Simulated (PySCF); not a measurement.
Compound: C5H8F3NO.
Z-matrix (Å and degrees, PBE0-D3(BJ)/def2-SVP geometry), rows numbered from 1:
```
C 
N   1  1.4388
C   2  1.3562  1  122.20
O   3  1.2141  2  123.94  1    -1.99
C   3  1.5318  2  115.62  1  -178.60
C   5  1.5262  3  111.33  2    75.84
C   5  1.5129  3  113.91  2   -51.34
F   7  1.3504  5  112.11  3    70.66
F   7  1.3340  5  111.06  3  -170.18
F   7  1.3326  5  111.94  3   -49.62
H   1  1.0974  2  107.54  3     0.48
H   1  1.1020  2  111.54  3   119.66
H   1  1.1017  2  111.47  3  -118.75
H   2  1.0115  1  119.08  3   176.06
H   5  1.0992  3  104.44  2  -165.89
H   6  1.0983  5  109.55  3    53.36
H   6  1.0995  5  111.39  3   -66.51
H   6  1.0992  5  110.77  3   172.89
```

Level: PBE0/pcSseg-1 in PySCF, non-relativistic, on one gas-phase PBE0-D3(BJ)/def2-SVP geometry that isn't relaxed in the solvent. The solvent is an IEF-PCM continuum (van der Waals radii × 1.2). Only the electrostatic response of the medium enters.

```tsv
run	E − E(gas) (kJ/mol)	HOMO (eV)	HOMO–LUMO gap (eV)	dipole (D)
gas	0.00	-7.62	8.10	2.84
P	-25.24	-7.55	8.04	3.58
Q	-12.17	-7.57	8.08	3.17
```

Problem. The runs were made in cyclohexane and tetrahydrofuran. Which run belongs to which solvent?

Solution. P = tetrahydrofuran, Q = cyclohexane. The dielectric constants are 2.017 (cyclohexane), 7.426 (tetrahydrofuran), and the energy falls further as ε rises. In this model the ground state sees the solvent through ε alone.

Problem. How constant is the ratio of the lowering to (ε − 1)/(2ε + 1)?

Solution. 
```tsv
solvent	(ε − 1)/(2ε + 1)	E − E(gas) (kJ/mol)	ratio (kJ/mol)	polarisation term (kJ/mol)
cyclohexane	0.202	-12.17	-60.2	-12.95
tetrahydrofuran	0.405	-25.24	-62.3	-28.82
```

The ratio changes by +3.3 % in size from cyclohexane to tetrahydrofuran. The polarisation term is half the interaction of the solute with the induced surface charges.

Cost: about 90 s of CPU time on one thread; the machine was shared, so the figure is rough. This is the whole shielding run at PBE0/pcSseg-1 in tetrahydrofuran, SCF included.
